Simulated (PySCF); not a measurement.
Computed shifts of a molecule C₂H₁₁NSi₃, PBE/pcSseg-1 (PySCF), GIAO, gas phase, atoms alike by connectivity averaged where their shifts nearly agree, in ppm (number of nuclei): ²⁹Si: -8.6 (2), -55.2 (1). ¹⁵N: 9.3 (1). ¹³C: 12.7 (2). ¹H: 5.40 (1), 5.36 (1), 5.29 (1), 5.26 (1), 5.25 (3), 1.59 (1), 1.56 (1), 1.46 (1), 1.44 (1). References: ²⁹Si against TMS (σ = 335.4 ppm); ¹⁵N against NH3 (σ = 267.0 ppm); ¹³C against TMS (σ = 182.0 ppm); ¹H against TMS (σ = 31.49 ppm), references at their B3LYP-D3(BJ)/def2-TZVP geometries, non-relativistic. The structure is a stationary point at PBE0-D3(BJ)/def2-SVP. Other conformers were not sampled.

Task: Which structure fits?
A. [SiH3]N1[SiH2]CC[SiH2]1
B. C[C@@H]1N[SiH2][Si@@H]1[SiH3]
C. C[Si@@H]1[SiH2]C[Si@H]1N
D. [SiH3]N1C[SiH2]C[SiH2]1

Result: A, [SiH3]N1[SiH2]CC[SiH2]1
